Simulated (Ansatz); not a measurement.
Z-matrix (Å, degrees):
```
B
F 1 1.3316
Si 1 2.0427 2 118.81
H 3 1.4835 1 113.73 2 -17.96
H 3 1.4847 4 109.27 1 122.89
H 3 1.4873 4 108.82 5 117.12
Si 1 2.0431 2 118.64 3 -179.88
H 7 1.4835 1 113.53 2 -21.12
H 7 1.4845 8 109.27 1 123.01
H 7 1.4873 8 108.76 9 117.16
```
Charge +1, spin multiplicity 2.

Method: frozen-core CCSD(T)/cc-pVTZ // B3LYP-D3(BJ)/def2-TZVP (Ansatz, a program for electronic structure). The geometry is that of the parent before the electron was removed.

The HF energy is -705.24166 Ha and the MP2 correlation energy comes out as -0.57659 Ha.

Problem. Estimate the CCSD correlation energy, the (T) correction, the total energy and the T1 diagnostic.

Solution. 
* **CCSD correlation energy**: -0.63188 Ha
* **(T) correction**: -0.02212 Ha
* **CCSD(T) total energy**: -705.89566 Ha
* **T1 diagnostic**: 0.020
